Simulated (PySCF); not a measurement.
These are PBE-D3(BJ)/def2-TZVP // r2SCAN-D4/def2-TZVP run with PySCF values and carry that method's errors. All species are isolated molecules in the gas phase. Delta-SCF ions had no search for a lower state. Excitations are Tamm–Dancoff values on a coarser integration grid. The basis has no diffuse functions, so Rydberg states are missing or too high.

Reference species (SMILES): `B1C[SiH2]1` (neutral, multiplicity 1).

```
Property                                  Result
--------------------------------------  --------
HOMO                                    -5.94 eV
T1 excitation (TDA)                      2.94 eV
dipole moment                             0.96 D
vertical ionisation energy (Delta-SCF)   9.05 eV
```

Changed species: `[H]/B=C\[SiH3]`.

Give the shifts of the HOMO, T1 excitation (TDA), dipole moment and vertical ionisation energy (Delta-SCF).

the HOMO falls by 0.06 eV, to -6.00 eV; the T1 excitation (TDA) rises by 0.43 eV, to 3.37 eV; the dipole moment falls by 0.30 D, to 0.66 D; the vertical ionisation energy (Delta-SCF) rises by 0.13 eV, to 9.18 eV.
